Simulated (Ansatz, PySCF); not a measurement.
Caution: the restricted solution is unstable towards spin-unrestricted or complex orbitals, so a lower solution exists and this singlet may not be the ground state. This singlet is an excited state, 0.64 eV above the relaxed triplet at the level B3LYP/cc-pVTZ // PBE0-D3(BJ)/def2-TZVP (Ansatz, a program for electronic structure).

## C3H4Si, SMILES `C#C[C][SiH3]` (excited singlet) (charge 0, multiplicity 1)

Level of theory: PBE0-D3(BJ)/def2-TZVP in PySCF 2.14.0.

- HOMO = -6.39 eV
- dipole moment = 2.07 D
- HOMO–LUMO gap = 2.50 eV
- LUMO = -3.89 eV
- total energy = -405.8082 Ha
- cost = around 40 core-seconds (rough)

Bond lengths (Å): C1–C2 1.325, C1–H5 1.094, C2–C3 1.249, C3–Si4 1.813, Si4–H6 1.484, Si4–H7 1.483, Si4–H8 1.485. Angles (°): C2–C1–H5 116.9, C1–C2–C3 172.5, C2–C3–Si4 177.9, C3–Si4–H6 111.1, C3–Si4–H7 111.8, C3–Si4–H8 103.6, H6–Si4–H7 109.5, H6–Si4–H8 110.4, H7–Si4–H8 110.4.
